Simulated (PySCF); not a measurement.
## Calculated data, CH$_{5}$BGeO, B$_{2}$GeH$_{4}$O, CH$_{7}$BGeO

Calculation on a computer-drawn molecule: the log of a Hartree-Fock and frozen-core CCSD(T) single point meant for a local Hartree-Fock minimum, with one planted fault or none, to be diagnosed. Offsets are logged minus clean, where the clean run is the same molecule without the fault. The reference is restricted for singlets and unrestricted otherwise, and also for a bond in bohr or an excited solution. Adding or removing an electron swaps singlet and doublet. The excited solution moves the top pair (singlet) or top alpha electron (doublet) to the lowest empty orbital. Highest occupied and lowest empty are orbital energies over both spins, largest force is the largest gradient component, triples share is (T) over the correlation energy, the T1 limit is 0.02 restricted and 0.045 unrestricted, electrons count all cores, a negative frequency is imaginary (commonest isotopes), and the dipole is about the centre of nuclear charge; on germanium a core potential holds 10 electrons, which the energies leave out, and 3d is frozen in MP2 and coupled-cluster steps. Program: PySCF 2.14.0.

Common to all runs: meant charge 0; meant multiplicity 1; meant basis cc-pVDZ; meant basis and core potential on germanium cc-pVDZ-PP ECP10MDF; logged SCF converged yes; possible faults no fault, one electron removed, one electron added, multiplicity raised by two, geometry at a saddle point, SCF held on an excited solution, minimal basis STO-3G, one bond length entered in bohr, all coordinates scaled.

```json
{"entry": 1, "formula": "CH5BGeO", "logged_structure": {"atoms_angstrom": [["O", -2.0868, -1.3392, -2.634], ["B", -1.4587, -2.0692, -1.7439], ["C", -0.7623, -2.8174, -0.8085], ["Ge", 0.8195, -2.1386, 0.0598], ["H", -2.7675, -0.7764, -2.2886], ["H", -1.095, -3.818, -0.5533], ["H", 1.1048, -0.7129, -0.4399], ["H", 2.0508, -3.0095, -0.2322], ["H", 0.645, -2.0841, 1.5864]]}, "given": {"logged_electrons": 56, "logged_basis_functions": 90, "logged_spin_squared": 0.0, "logged_highest_occupied [eV]": -2.2378, "logged_lowest_empty [eV]": -3.1198, "logged_largest_force [hartree/bohr]": 0.18148, "logged_CC_converged": "no", "logged_dipole_magnitude [debye]": 1.681, "logged_SCF_stable_within_its_kind": "no", "logged_energy_HF [hartree]": -433.18908, "drawn_bonds_atom": [1, 2, 3, 1, 3, 4, 4, 4], "drawn_bonds_other_atom": [2, 3, 4, 5, 6, 7, 8, 9], "drawn_bonds_order": [1, 2, 1, 1, 1, 1, 1, 1]}, "results": {"planted_fault": "SCF held on an excited solution", "HF_energy_offset_from_clean_run [kcal/mol]": 323.8}, "notes": ["CCSD not converged"]}
{"entry": 2, "formula": "B2GeH4O", "logged_structure": {"atoms_angstrom": [["O", -1.5469, 3.8427, -1.1383], ["B", -0.7603, 2.7384, -1.1518], ["B", -0.312, 1.7814, 0.1867], ["Ge", -1.3491, 0.1752, 1.0139], ["H", -1.8599, 4.1024, -0.2858], ["H", -0.3624, 2.4158, -2.2455], ["H", 0.7367, 2.0138, 0.7429], ["H", -0.6083, -0.827, 0.0352]]}, "given": {"logged_electrons": 54, "logged_basis_functions": 85, "logged_spin_squared": 0.0, "logged_highest_occupied [eV]": -5.7224, "logged_lowest_empty [eV]": -2.2737, "logged_largest_force [hartree/bohr]": 0.057711, "logged_CC_converged": "no", "logged_dipole_magnitude [debye]": 2.3639, "logged_SCF_stable_within_its_kind": "no", "logged_energy_HF [hartree]": -419.71273, "drawn_bonds_atom": [1, 2, 3, 1, 2, 3, 4], "drawn_bonds_other_atom": [2, 3, 4, 5, 6, 7, 8], "drawn_bonds_order": [1, 1, 1, 1, 1, 1, 1]}, "results": {"planted_fault": "SCF held on an excited solution", "HF_energy_offset_from_clean_run [kcal/mol]": 130.6}, "notes": ["CCSD not converged"]}
{"entry": 3, "formula": "B2GeH4O", "logged_structure": {"atoms_angstrom": [["O", -1.5469, 3.8427, -1.1383], ["B", -0.7603, 2.7384, -1.1518], ["B", -0.312, 1.7814, 0.1867], ["Ge", -1.3491, 0.1752, 1.0139], ["H", -1.8599, 4.1024, -0.2858], ["H", -0.3624, 2.4158, -2.2455], ["H", 0.7367, 2.0138, 0.7429], ["H", -0.6083, -0.827, 0.0352]]}, "given": {"logged_electrons": 55, "logged_basis_functions": 85, "logged_spin_squared": 0.7649, "logged_highest_occupied [eV]": -0.94245, "logged_lowest_empty [eV]": 6.5952, "logged_largest_force [hartree/bohr]": 0.016434, "logged_T1_diagnostic": 0.023227, "logged_D1_diagnostic": 0.09206, "logged_triples_share": 0.028952, "logged_CC_converged": "yes", "logged_dipole_magnitude [debye]": 3.8936, "logged_SCF_stable_within_its_kind": "yes", "logged_energy_HF [hartree]": -419.92892, "logged_energy_CCSD(T) [hartree]": -420.42612, "drawn_bonds_atom": [1, 2, 3, 1, 2, 3, 4], "drawn_bonds_other_atom": [2, 3, 4, 5, 6, 7, 8], "drawn_bonds_order": [1, 1, 1, 1, 1, 1, 1]}, "results": {"planted_fault": "one electron added", "HF_energy_offset_from_clean_run [kcal/mol]": -5.048, "CCSD(T)_energy_offset_from_clean_run [kcal/mol]": -12.29}}
{"entry": 4, "formula": "CH7BGeO", "logged_structure": {"atoms_angstrom": [["O", 0.5956, 2.6413, 1.1472], ["B", 1.1832, 1.502, 0.7141], ["C", 0.4728, 0.4537, -0.2202], ["Ge", 1.0342, 0.6372, -2.1082], ["H", -0.2998, 2.7514, 0.8639], ["H", 2.3217, 1.3441, 1.0681], ["H", 0.7482, -0.5659, 0.0655], ["H", -0.6201, 0.5274, -0.2065], ["H", 0.6416, 2.0197, -2.6474], ["H", 0.3369, -0.4345, -2.9538], ["H", 2.5512, 0.4682, -2.2421]]}, "given": {"logged_electrons": 58, "logged_basis_functions": 100, "logged_spin_squared": 0.0, "logged_highest_occupied [eV]": -11.497, "logged_lowest_empty [eV]": 3.6462, "logged_largest_force [hartree/bohr]": 9.8608e-06, "logged_lowest_frequency [cm^-1]": 60.47, "logged_T1_diagnostic": 0.012718, "logged_D1_diagnostic": 0.047944, "logged_triples_share": 0.025537, "logged_CC_converged": "yes", "logged_dipole_magnitude [debye]": 1.8772, "logged_SCF_stable_within_its_kind": "yes", "logged_energy_HF [hartree]": -434.92302, "logged_energy_CCSD(T) [hartree]": -435.50698, "drawn_bonds_atom": [1, 2, 3, 1, 2, 3, 3, 4, 4, 4], "drawn_bonds_other_atom": [2, 3, 4, 5, 6, 7, 8, 9, 10, 11], "drawn_bonds_order": [1, 1, 1, 1, 1, 1, 1, 1, 1, 1]}, "results": {"planted_fault": null}}
```

## Withheld values
1. Which fault was planted in the run of CH$_{7}$BGeO (entry 4)?

Answers
1. no fault

Further results for CH$_{7}$BGeO (entry 4):

- HF energy offset from clean run: 0 kcal/mol
- CCSD(T) energy offset from clean run: 0 kcal/mol
